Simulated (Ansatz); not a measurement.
Geometry optimisation, DFT r2SCAN-D3(BJ), scalar-relativistic, plane waves, PAW (Ansatz).

input.yaml

```yaml
crystal:
  lattice:
    - [7.529072, 0.0, 0.0]
    - [0.0, 7.529072, 0.0]
    - [0.0, 0.0, 7.529072]
  atoms:
    - { symbol: C, position: [0.4178846, 0.263739, 0.5975209] }
    - { symbol: C, position: [0.2482055, 0.1732992, 0.5395944] }
    - { symbol: O, position: [0.2320127, 0.0144741, 0.6417056] }
    - { symbol: H, position: [0.1232275, -0.0445662, 0.6053252] }
    - { symbol: H, position: [0.1340516, 0.2615556, 0.5618929] }
    - { symbol: H, position: [0.2534669, 0.1432478, 0.3968122] }
    - { symbol: H, position: [0.4380264, 0.3871329, 0.5236587] }
    - { symbol: H, position: [0.4119155, 0.2944659, 0.7391076] }
    - { symbol: H, position: [0.5311891, 0.1762984, 0.5742227] }
    - { symbol: C, position: [0.6751077, 0.7123639, 0.7838736] }
    - { symbol: C, position: [0.859547, 0.7149389, 0.8632545] }
    - { symbol: O, position: [0.9748499, 0.6299697, 0.7391586] }
    - { symbol: H, position: [1.093786, 0.6310208, 0.7891249] }
    - { symbol: H, position: [0.9017312, 0.8525164, 0.8879616] }
    - { symbol: H, position: [0.86011, 0.6449673, 0.9913997] }
    - { symbol: H, position: [0.5799294, 0.7759765, 0.8732151] }
    - { symbol: H, position: [0.6746112, 0.7828827, 0.6571714] }
    - { symbol: H, position: [0.6330394, 0.5755798, 0.7604868] }
    - { symbol: C, position: [0.3599146, 0.9115454, 0.1333921] }
    - { symbol: C, position: [0.2960318, 0.7294365, 0.1889002] }
    - { symbol: O, position: [0.3168365, 0.6150402, 0.0392507] }
    - { symbol: H, position: [0.276069, 0.497603, 0.0737478] }
    - { symbol: H, position: [0.3739546, 0.681323, 0.3026133] }
    - { symbol: H, position: [0.1562912, 0.7357686, 0.2307333] }
    - { symbol: H, position: [0.3473198, 1.0059337, 0.2430259] }
    - { symbol: H, position: [0.4990251, 0.9051596, 0.0929684] }
    - { symbol: H, position: [0.28162, 0.9595407, 0.0211737] }
    - { symbol: C, position: [0.6876078, 0.2541291, 0.2010422] }
    - { symbol: C, position: [0.8151627, 0.1115051, 0.1400999] }
    - { symbol: O, position: [0.9803441, 0.1434574, 0.2273265] }
    - { symbol: H, position: [1.0631995, 0.0523384, 0.1889098] }
    - { symbol: H, position: [0.7628946, -0.0205309, 0.1740418] }
    - { symbol: H, position: [0.8308665, 0.1167472, -0.0049636] }
    - { symbol: H, position: [0.5576972, 0.2368832, 0.1384869] }
    - { symbol: H, position: [0.6713472, 0.247962, 0.345001] }
    - { symbol: H, position: [0.7392385, 0.3850773, 0.1662079] }
basis:
  ecutwfc: 500.0
kpoints:
  mp_grid: { grid: [1, 1, 1] }
hamiltonian:
  xc: r2scan
  dispersion: d3bj
scf:
  occupations: { method: fermi_dirac, width: 0.02 }
  lower_state_search: "off"
relax:
  f_tol: 0.3
  max_steps: 15
  adjacent_minimum: "off"
output:
  write_density: true
  write_potential: true
  elf: true
  volumetric_format: npy
```

Launched with:

```bash
$ ansatz run input.yaml --threads 1 --pin off --max-ram 3072MiB --backend cpu --events-out ev --progress --plain --runs-dir out
```

Question: Where does it end, and by what steps?

Answer: It converged. The threshold is loose, so the end isn't yet a minimum. The force dipped under the threshold on the way, but the program's further checks kept it going. Limits of this set-up: coarse k mesh. After 6 steps the energy has fallen by 0.568 eV; H31 moved furthest, 0.74 Å.

| step | energy less start (eV) | largest force component (eV/Å) | accepted |
| --- | --- | --- | --- |
| 0 | 0.0000 | 0.605 | yes |
| 1 | -0.2001 | 0.192 | yes |
| 2 | -0.3121 | 0.204 | yes |
| 3 | -0.4033 | 0.188 | yes |
| 4 | -0.4863 | 0.359 | yes |
| 5 | -0.5682 | 0.266 | yes |
| 6 | -0.5682 | 0.266 | yes |

```xyz
36
Lattice="7.5291 0.0000 0.0000 0.0000 7.5291 0.0000 0.0000 0.0000 7.5291" Properties=species:S:1:pos:R:3
C 2.920 2.033 5.027
C 1.718 1.226 4.583
O 1.701 0.022 5.358
H 1.079 -0.624 4.980
H 0.796 1.803 4.735
H 1.785 0.994 3.511
H 3.004 2.956 4.450
H 2.841 2.306 6.081
H 3.836 1.449 4.892
C 5.499 5.369 5.515
C 6.767 5.423 6.335
O 7.871 5.023 5.525
H 8.592 4.839 6.157
H 6.937 6.446 6.716
H 6.676 4.762 7.211
H 4.645 5.734 6.088
H 5.598 5.984 4.616
H 5.292 4.341 5.205
C 2.610 6.531 0.904
C 1.878 5.293 1.372
O 1.877 4.334 0.301
H 1.394 3.551 0.602
H 2.371 4.860 2.251
H 0.844 5.538 1.656
H 2.585 7.296 1.684
H 3.658 6.302 0.688
H 2.171 6.932 -0.017
C 5.272 2.161 1.442
C 6.160 1.133 0.779
O 7.517 1.350 1.199
H 8.071 0.703 0.749
H 5.837 0.122 1.063
H 6.088 1.215 -0.316
H 4.239 2.034 1.108
H 5.303 2.059 2.530
H 5.588 3.172 1.177
```

Time of the run: 3.3 min on 1 thread of Intel(R) Xeon(R) Platinum 8488C (Sapphire Rapids), with other jobs on the host, peak memory 1.4 GiB.
